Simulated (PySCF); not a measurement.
These 2 structures share the formula C4HF5. Theory: PySCF 2.14.0, PBE0-D3(BJ)/def2-SVP geometry optimisation, gas phase. One conformer each; no zero-point energy, no entropy. No frequencies were run at this level. Point groups hold within 0.08 Å.

Problem. Order them by energy at this level, lowest first, and give relative energies in kcal/mol.
A. `FC(F)(C#CC(F)F)F`
B. `C#CC(F)(F)C(F)(F)F`

Solution. B (0.0), A (0.7).

Neighbours under 2.5 kcal/mol apart (C#CC(F)(F)C(F)(F)F and FC(F)C#CC(F)(F)F) can change places with a better method, another conformer or zero-point energy.

```tsv
SMILES	E (Eh)	E rel (kcal/mol)	dipole (D)	point group	A, B, C (MHz)
C#CC(F)(F)C(F)(F)F	-651.02473	0.0	2.29	Cs	2253, 1510, 1329
FC(F)C#CC(F)(F)F	-651.02360	0.7	1.63	Cs	3631, 650.9, 619.3
```

Problem. How do the relative energies change in single points at PBE0/pcSseg-1 (no added dispersion term) on the same geometries?

Solution. 
```csv
SMILES,PBE0-D3(BJ)/def2-SVP (kcal/mol),PBE0/pcSseg-1 (kcal/mol),shift
C#CC(F)(F)C(F)(F)F,0.0,0.0,0.0
FC(F)C#CC(F)(F)F,0.7,0.5,-0.2
```

Each column counts from its own lowest isomer. The order is unchanged; the largest shift is 0.2 kcal/mol.

Problem. As an exercise, what shares would exp(−E/RT) give at 1000 K from these electronic energies alone (no entropy, no degeneracies)?

Solution. RT = 1.987 kcal/mol: C#CC(F)(F)C(F)(F)F 58.9 %, FC(F)C#CC(F)(F)F 41.1 %.
